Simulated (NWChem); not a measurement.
Species: C2H8OSi; SMILES [SiH3]OCC

```xyz
12

Si     0.0380     1.6444    -0.0016
O      0.4396     0.0300     0.0012
C     -0.5005    -1.0184     0.0008
C      0.2229    -2.3446     0.0013
H     -0.7653     1.9972    -1.2157
H     -0.7682     2.0009     1.2095
H      1.3187     2.4008    -0.0011
H     -1.1589    -0.9456     0.8891
H     -1.1580    -0.9458    -0.8883
H      0.8614    -2.4338     0.8927
H     -0.4941    -3.1795    -0.0007
H      0.8647    -2.4325    -0.8879
```
Atoms are numbered in this order, from 1.

Computed with NWChem. Geometry optimised at PBE0/def2-SVP; all other runs use it. 

```json
[
 {"quantity": "vertical, lowest state with f > 0.02, singlet (eV)", "level": "CAM-B3LYP/def2-SVPD, TDA", "value": "7.95"},
 {"quantity": "dipole in solution (D) in n-hexane", "level": "PBE0/def2-SVP, SMD", "value": "1.19"},
 {"quantity": "−ε(HOMO) (eV)", "level": "PBE/def2-SVP", "value": "6.37"},
 {"quantity": "anisotropy (bohr³), static", "level": "CAM-B3LYP/def2-SVPD", "value": "?"},
 {"quantity": "dipole (D)", "level": "PBE0/def2-SVP", "value": "?"},
 {"quantity": "highest harmonic frequency (cm⁻¹)", "level": "PBE0/def2-SVP", "value": "?"}
]
```

Task: Complete the blanks.

Result: 
- anisotropy (bohr³), static, value: 12.7
- dipole (D), value: 1.05
- highest harmonic frequency (cm⁻¹), value: 3167
